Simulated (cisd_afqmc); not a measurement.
Input (AFQMC/CISD/cc-pV(T+d)Z; cisd_afqmc is a phaseless AFQMC code with CISD trial states that reads the integrals written by Ansatz): A basis named .json is the Basis Set Exchange file of that set.

Ansatz 0.2 input:
```python
import cisd_afqmc

open("ham.yaml", "w").write("""\
crystal:
  periodic: [false, false, false]
  atoms:
    - {symbol: C, position_ang: [0.43582974, -1.40518123, -0.23703517]}
    - {symbol: C, position_ang: [-0.98476301, -1.09428471, 0.23119322]}
    - {symbol: C, position_ang: [-1.28594449, 0.33682391, -0.20823513]}
    - {symbol: S, position_ang: [0.28074883, 1.27833778, 0.00298783]}
    - {symbol: C, position_ang: [1.30853752, -0.23395077, 0.20847557]}
    - {symbol: H, position_ang: [0.80543983, -2.34862787, 0.17036243]}
    - {symbol: H, position_ang: [0.45387453, -1.48345418, -1.32699449]}
    - {symbol: H, position_ang: [-1.71528985, -1.79420566, -0.18004539]}
    - {symbol: H, position_ang: [-1.03501318, -1.16265299, 1.32080980]}
    - {symbol: H, position_ang: [-1.58540615, 0.37378249, -1.25592909]}
    - {symbol: H, position_ang: [-2.06428426, 0.80457638, 0.39208354]}
    - {symbol: H, position_ang: [1.59490121, -0.33054847, 1.25603014]}
    - {symbol: H, position_ang: [2.21183807, -0.13271742, -0.39051322]}
basis:
  gaussian:
    orbitals: cc-pV_T+d_Z.json
magnetization: {spin_polarized: false}
correlation: {method: ccsd, electrons: outside_noble_gas, hamiltonian_folder: ham}
""")
rep = cisd_afqmc.ansatz("ham.yaml")
e_ccsd = rep["correlation"]["coupled_cluster"]["energy"]["hartree"]
out = cisd_afqmc.run("ham", e_ccsd, trial="CISD", walkers=1000, populations=1, threads=12, dt=0.005, steps=40, early=24, settle=10, least=100,
    cut=5e-5, rank_cut=2e-4, target=0.0007, seconds=1500, seed=4, memory=62639, gpu=True)
```

Output:

```
orbitals 262, occupied [15], factors 1485 of 1535, rank of the doubles 971 of 3705
E(HF) = -553.734277
E(CCSD) on the cut factors = -554.649806, shift to the whole factors -0.000018
Energy of the trial state on the determinant = -554.649754
  tau behind 7.2 of longer steps, mean of the populations' last blocks
   2.0  -554.69475
   4.0  -554.69677
   6.0  -554.69570
   8.0  -554.69685
  10.0  -554.69056
  12.0  -554.69248
  14.0  -554.69388
  16.0  -554.69295
  18.0  -554.69498
  20.0  -554.69048
  22.0  -554.69200
blocks 104 (0 outliers left out), error by blocks joined: 1: 0.00037, 2: 0.00048, 4: 0.00058, 8: 0.00068
E(AFQMC/CISD) = -554.69364 +/- 0.00068
```
